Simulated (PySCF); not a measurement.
## ECD: `[AsH]([Si@@H]1C[C@@H](C)O1)[SiH3]`, C3H11AsOSi2

Geometry:
| atom | x (Å) | y (Å) | z (Å) |
| --- | --- | --- | --- |
| C1 | -2.715 | -0.540 | -0.980 |
| C2 | -1.625 | -0.543 | 0.072 |
| C3 | -1.374 | 0.821 | 0.716 |
| Si4 | 0.307 | 0.698 | -0.180 |
| As5 | 2.224 | 0.338 | 1.046 |
| Si6 | 3.443 | -0.519 | -0.739 |
| O7 | -0.348 | -0.787 | -0.526 |
| H8 | -2.741 | -1.497 | -1.496 |
| H9 | -2.513 | 0.243 | -1.708 |
| H10 | -3.681 | -0.359 | -0.514 |
| H11 | -1.807 | -1.341 | 0.800 |
| H12 | -1.359 | 0.781 | 1.802 |
| H13 | -2.080 | 1.581 | 0.399 |
| H14 | 0.317 | 1.557 | -1.383 |
| H15 | 2.711 | 1.745 | 0.808 |
| H16 | 4.861 | -0.628 | -0.356 |
| H17 | 2.982 | -1.864 | -1.091 |
| H18 | 3.391 | 0.318 | -1.947 |

Computed, not measured: TDDFT BHandHLYP/def2-SVPD circular dichroism and optical rotation, one conformer, gas phase in PySCF. Geometry: GFN2-xTB.

The molecule is flexible and this is one conformer; a measurement averages over conformers. The calculation is non-relativistic, which matters for the atoms heavier than Zn. Singlets 5 and 6 lie within 0.01 eV of each other, so their separate moments and overlaps can depend on how they mix.

Problem. What are the CIP labels of the stereocentres?

Solution. C2 R, Si4 R.

Problem. List the lowest 16 singlet excitations with oscillator and rotatory strengths.

Solution. Rotatory strengths R in 10⁻⁴⁰ esu² cm², velocity form and length form (origin at the centre of mass); f in length form.
```csv
state,E (eV),λ (nm),f,R (velocity),R (length),main
1,5.89,211,0.012,-1.9,-1.6,HOMO→LUMO 0.91
2,6.47,192,0.013,+32.7,+32.2,"HOMO−1→LUMO 0.46, HOMO→LUMO+1 0.40"
3,6.55,189,0.097,-137.9,-134.5,"HOMO→LUMO+2 0.29, HOMO→LUMO+1 0.27"
4,6.78,183,0.077,-108.2,-108.5,"HOMO−2→LUMO 0.49, HOMO→LUMO+3 0.37"
5,6.90,180,0.079,+43.5,+43.4,"HOMO→LUMO+3 0.50, HOMO−2→LUMO 0.30"
6,6.91,179,0.298,+151.6,+149.8,"HOMO→LUMO+2 0.57, HOMO→LUMO+1 0.12"
7,7.19,172,0.016,+25.5,+24.9,"HOMO−1→LUMO+1 0.61, HOMO−1→LUMO+3 0.13"
8,7.43,167,0.009,+1.3,+1.7,"HOMO→LUMO+4 0.35, HOMO→LUMO+5 0.32"
9,7.54,164,0.081,-9.5,-9.5,"HOMO−1→LUMO+2 0.65, HOMO−1→LUMO+1 0.11"
10,7.58,164,0.103,+32.6,+32.4,"HOMO−1→LUMO+3 0.78, HOMO−1→LUMO+1 0.09"
11,7.64,162,0.011,+22.9,+22.5,"HOMO−2→LUMO+1 0.65, HOMO−2→LUMO+3 0.12"
12,7.78,159,0.003,-8.3,-10.4,HOMO−3→LUMO 0.86
13,8.04,154,0.014,+16.2,+14.1,"HOMO−2→LUMO+3 0.32, HOMO−2→LUMO+2 0.10"
14,8.12,153,0.072,-73.9,-72.6,"HOMO−1→LUMO+4 0.25, HOMO−2→LUMO+3 0.20"
15,8.19,151,0.037,+16.3,+16.0,"HOMO−2→LUMO+3 0.17, HOMO→LUMO+6 0.16"
16,8.21,151,0.096,+45.5,+46.7,"HOMO−2→LUMO+2 0.34, HOMO→LUMO+6 0.28"
```

Among the states computed, the strongest CD band (largest |R|) is state 6. The largest dissymmetry factor in size, g = 4R/(D+G), with D and G the electric and magnetic dipole strengths, is -0.029 for state 12 (velocity form, f = 0.003), among bands with |R| over 0.5. The mirror image has the same energies and oscillator strengths and all R with the opposite sign.
